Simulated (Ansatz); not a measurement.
Job for Ansatz (an electronic-structure program): R-wB97X-V/def2-TZVPP on CH7AsSi (SMILES C[SiH2][AsH2]), a point of a torsion scan.

Ansatz 0.2 input:
```yaml
crystal:
  periodic: [false, false, false]
  atoms:
    - {symbol: C, position_ang: [-1.17729180, 0.68352679, 0.07064558]}
    - {symbol: Si, position_ang: [-0.10992457, -0.88203853, -0.12037228]}
    - {symbol: As, position_ang: [2.15345655, -0.35481437, -0.38462733]}
    - {symbol: H, position_ang: [-2.23328418, 0.44742441, 0.15604603]}
    - {symbol: H, position_ang: [-1.05282904, 1.33910843, -0.78833958]}
    - {symbol: H, position_ang: [-0.89009933, 1.24486569, 0.95645505]}
    - {symbol: H, position_ang: [-0.58559565, -1.61674305, -1.30696233]}
    - {symbol: H, position_ang: [-0.34888121, -1.75094980, 1.04399102]}
    - {symbol: H, position_ang: [2.40638881, -0.39331540, 1.09467154]}
    - {symbol: H, position_ang: [1.90099917, 1.12228731, -0.27861352]}
basis:
  gaussian:
    orbitals: def2-TZVPP
hamiltonian:
  xc: {name: wB97X-V}
scf: {lower_state_search: off}
```

### Question
Give the final energy of this run.

### Answer
-2567.4536 hartree.

### Question
How many basis functions does it have, and what does it roughly cost on one machine?

### Answer
219 functions; around 7 core-seconds (rough).
